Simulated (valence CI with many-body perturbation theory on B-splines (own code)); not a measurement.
# Zr in three bases

Method: configuration interaction combined with many-body perturbation theory (CI+MBPT): four valence electrons over a frozen Dirac-Fock core [Kr], radial functions for each j: 7 s, 7 p, 8 d, 6 f, 4 g, 1 h, with the one-electron correlation potential Σ1, the two-electron term Σ2, the three-electron term Σ3, Breit, model QED; selected CI, second order for the rest, scaled by the run's own slope (own B-spline code, finite nucleus).

Set against measurement, 28 paired levels are off by 189 cm⁻¹ on average, the worst by 367. These come from a selection out of the NIST Handbook of Basic Atomic Spectroscopic Data. Levels without a partner in it may be off by more, other configurations by 1,000 to 4,000 cm⁻¹. Among the levels kept, up to 390 cm⁻¹ of a level comes from second order outside the variational space, and about a tenth of that is noise between levels of different J, which matters for small intervals. 1 measured level below the end of the list, from 13142 cm⁻¹ on, found no clear computed partner.

The reference run has the lowest level 4d2 5s2 3F_2 and an ionisation energy of 6.59278 eV. Its largest variational space holds 20151 state functions.

Names give the largest LS component (configuration and term), which can be under half, so a name can repeat, a term be missing and a line seem to break the LS rules; names also repeat where a configuration has a term twice. Letters in brackets count levels of one name in rising energy.

Changed runs:
A. basis 6 s, 6 p, 5 d, 5 f, 1 g
B. basis 5 s, 5 p, 4 d, 4 f

Excitation energies of the reference run in cm⁻¹, and shifts in cm⁻¹:

```csv
Level,Reference,A,B
4d2 5s2 3F_3,570,-7.2,-6.7
4d2 5s2 3F_4,1235,-4.9,+0.1
4d2 5s2 3P_0,4428,+137,-3.5
4d2 5s2 1D_2 [a],4465,+149,+103
4d2 5s2 3P_1,4605,+133,-5.9
4d3 5s 5F_1,4672,+233,+95
4d3 5s 5F_2,4824,+231,+94
4d3 5s 5F_3,5047,+228,+92
4d3 5s 5F_4,5337,+225,+89
4d2 5s2 1D_2 [b],5372,+145,+146
4d3 5s 5F_5,5684,+224,+89
4d2 5s2 1G_4,8299,+202,+481
Ionisation energy (eV),6.59278,-0.01762,-0.04890
```
